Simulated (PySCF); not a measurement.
C2H13NSi3 (SMILES CN(C)[SiH2][SiH2][SiH3]), singlet, geometry from GFN2-xTB; PySCF with DF-CAMB3LYP/pcseg-2.

PySCF was given this input:
```python
from pyscf import gto, scf, dft

mol = gto.M(
    atom='''
Si    3.28637917   -0.07921582    0.03286212
Si    1.11175844    0.39984919   -0.58654743
Si   -0.57902401   -0.50278970    0.73212302
N    -2.19761893   -0.13783235    0.24439991
C    -2.75924802   -0.77182462   -0.92011877
C    -2.72999999    1.18445526    0.44876102
H     3.60076503    0.43184787    1.37007799
H     4.30187553    0.48058299   -0.86176705
H     3.53742293   -1.52266493    0.07597326
H     0.92165945   -0.00037633   -1.99675380
H     0.95642409    1.86716172   -0.67402160
H    -0.56100153   -1.97172679    0.74233463
H    -0.53387697   -0.01455974    2.11700916
H    -2.37400005   -1.78484673   -1.00602910
H    -2.51963234   -0.22762508   -1.84345596
H    -3.84805148   -0.81805912   -0.82683893
H    -3.81874757    1.13447589    0.54056473
H    -2.32246968    1.60476667    1.36490304
H    -2.48913742    1.86025517   -0.38277714
''',
    basis='pcseg-2',
    verbose=4,
    max_memory=1800,
)

mf = dft.RKS(mol)
mf.xc = 'camb3lyp'
mf = mf.density_fit(auxbasis='def2-universal-jkfit')
mf.kernel()
```

The log (banner, timings and long lists left out):

```
PySCF version 2.14.0

[INPUT] verbose = 4
[INPUT] num. atoms = 19
[INPUT] num. electrons = 74
[INPUT] charge = 0
[INPUT] spin (= nelec alpha-beta = 2S) = 0
[INPUT] symmetry False subgroup None
[INPUT] Mole.unit = angstrom
[INPUT] Symbol           X                Y                Z      unit          X                Y                Z       unit  Magmom
[INPUT]  1 Si     3.286379170000  -0.079215820000   0.032862120000 AA    6.210356572775  -0.149696204533   0.062100406673 Bohr   0.0
[INPUT]  2 Si     1.111758440000   0.399849190000  -0.586547430000 AA    2.100918968274   0.755605460229  -1.108414001767 Bohr   0.0
[INPUT]  3 Si    -0.579024010000  -0.502789700000   0.732123020000 AA   -1.094196798447  -0.950134831252   1.383511997289 Bohr   0.0
[INPUT]  4 N     -2.197618930000  -0.137832350000   0.244399910000 AA   -4.152897903860  -0.260465392605   0.461848894768 Bohr   0.0
[INPUT]  5 C     -2.759248020000  -0.771824620000  -0.920118770000 AA   -5.214223067548  -1.458537147997  -1.738772477372 Bohr   0.0
[INPUT]  6 C     -2.729999990000   1.184455260000   0.448761020000 AA   -5.158952301165   2.238296048201   0.848035423180 Bohr   0.0
[INPUT]  7 H      3.600765030000   0.431847870000   1.370077990000 AA    6.804459745611   0.816074201777   2.589072170395 Bohr   0.0
[INPUT]  8 H      4.301875530000   0.480582990000  -0.861767050000 AA    8.129366573668   0.908170231225  -1.628503707674 Bohr   0.0
[INPUT]  9 H      3.537422930000  -1.522664930000   0.075973260000 AA    6.684760524456  -2.877419697180   0.143568654190 Bohr   0.0
[INPUT] 10 H      0.921659450000  -0.000376330000  -1.996753800000 AA    1.741683940617  -0.000711160632  -3.773317820185 Bohr   0.0
[INPUT] 11 H      0.956424090000   1.867161720000  -0.674021600000 AA    1.807379589036   3.528424281072  -1.273716226041 Bohr   0.0
[INPUT] 12 H     -0.561001530000  -1.971726790000   0.742334630000 AA   -1.060139247162  -3.726023625568   1.402809143480 Bohr   0.0
[INPUT] 13 H     -0.533876970000  -0.014559740000   2.117009160000 AA   -1.008881257513  -0.027513921045   4.000567515596 Bohr   0.0
[INPUT] 14 H     -2.374000050000  -1.784846730000  -1.006029100000 AA   -4.486209914204  -3.372871494026  -1.901119472343 Bohr   0.0
[INPUT] 15 H     -2.519632340000  -0.227625080000  -1.843455960000 AA   -4.761415057197  -0.430149060282  -3.483626887097 Bohr   0.0
[INPUT] 16 H     -3.848051480000  -0.818059120000  -0.826838930000 AA   -7.271763410427  -1.545907690503  -1.562499126828 Bohr   0.0
[INPUT] 17 H     -3.818747570000   1.134475890000   0.540564730000 AA   -7.216387046148   2.143848727022   1.021519292299 Bohr   0.0
[INPUT] 18 H     -2.322469680000   1.604766670000   1.364903040000 AA   -4.388831627806   3.032569500130   2.579292932186 Bohr   0.0
[INPUT] 19 H     -2.489137420000   1.860255170000  -0.382777140000 AA   -4.703788010206   3.515372793106  -0.723343961344 Bohr   0.0

nuclear repulsion = 435.442207715476
number of shells = 63
number of NR pGTOs = 554
number of NR cGTOs = 374
basis = pcseg-2
ecp = {}

******** <class 'pyscf.df.df_jk.DFRKS'> ********
method = DFRKS
initial guess = minao
damping factor = 0
level_shift factor = 0
DIIS = <class 'pyscf.scf.diis.CDIIS'>
diis_start_cycle = 1
diis_space = 8
diis_damp = 0
SCF conv_tol = 1e-09
SCF conv_tol_grad = None
SCF max_cycles = 50
direct_scf = False
XC library pyscf.dft.libxc version 7.1.2
    S. Lehtola, C. Steigemann, M. J. T. Oliveira, and M. A. L. Marques,  SoftwareX 7, 1–5 (2018)
XC functionals = camb3lyp
    T. Yanai, D. P. Tew, and N. C. Handy,  Chem. Phys. Lett. 393, 51 (2004)
radial grids:
    Treutler-Ahlrichs [JCP 102, 346 (1995); DOI:10.1063/1.469408] (M4) radial grids

becke partition: Becke, JCP 88, 2547 (1988); DOI:10.1063/1.454033
pruning grids: <function nwchem_prune>
grids dens level: 3
symmetrized grids: False
atomic radii adjust function: <function treutler_atomic_radii_adjust>
small_rho_cutoff = 0
Set gradient conv threshold to 3.16228e-05
Initial guess from minao.
tot grids = 227184
******** <class 'pyscf.df.df.DF'> ********
auxbasis = def2-universal-jkfit
Create RSH-DF object <pyscf.df.df.DF object> for omega=0.33
******** <class 'pyscf.df.df.DF'> ********
auxbasis = auxmol.basis = def2-universal-jkfit
init E= -1007.45995623605
  HOMO = -0.24852775107831  LUMO = -0.030481095053787  gap/eV = 5.93335
cycle= 1 E= -1007.26436582318  delta_E= 0.196  |g|= 0.368  |ddm|= 3.14
  HOMO = -0.224639082158927  LUMO = 0.0113963884219014  gap/eV = 6.42285
cycle= 2 E= -1007.26703607276  delta_E= -0.00267  |g|= 0.38  |ddm|= 0.59
  HOMO = -0.286638270636729  LUMO = 0.0153894621650661  gap/eV = 8.21859
cycle= 3 E= -1007.29801803338  delta_E= -0.031  |g|= 0.0701  |ddm|= 0.329
  HOMO = -0.277303016810144  LUMO = 0.0194796813123475  gap/eV = 8.07587
cycle= 4 E= -1007.29903463656  delta_E= -0.00102  |g|= 0.0171  |ddm|= 0.064
  HOMO = -0.278981388320894  LUMO = 0.0177653468626122  gap/eV = 8.07489
cycle= 5 E= -1007.29911022463  delta_E= -7.56e-05  |g|= 0.00468  |ddm|= 0.0209
  HOMO = -0.278907039419492  LUMO = 0.0180125123425849  gap/eV = 8.07959
cycle= 6 E= -1007.2991158679  delta_E= -5.64e-06  |g|= 0.000913  |ddm|= 0.00496
  HOMO = -0.278802585924717  LUMO = 0.0181105768961292  gap/eV = 8.07942
cycle= 7 E= -1007.29911616902  delta_E= -3.01e-07  |g|= 0.000245  |ddm|= 0.00156
  HOMO = -0.278831655230999  LUMO = 0.0180803522379644  gap/eV = 8.07939
cycle= 8 E= -1007.29911619757  delta_E= -2.85e-08  |g|= 5.73e-05  |ddm|= 0.000597
  HOMO = -0.278828411632967  LUMO = 0.0180832796317105  gap/eV = 8.07938
cycle= 9 E= -1007.29911619945  delta_E= -1.88e-09  |g|= 1.53e-05  |ddm|= 0.000164
  HOMO = -0.278830087464399  LUMO = 0.0180827950352054  gap/eV = 8.07941
cycle= 10 E= -1007.2991161996  delta_E= -1.55e-10  |g|= 4.86e-06  |ddm|= 4.87e-05
  HOMO = -0.278829016861888  LUMO = 0.0180830958082137  gap/eV = 8.07939
Extra cycle  E= -1007.29911619961  delta_E= -1.39e-11  |g|= 3.21e-06  |ddm|= 1.36e-05
converged SCF energy = -1007.29911619961
```
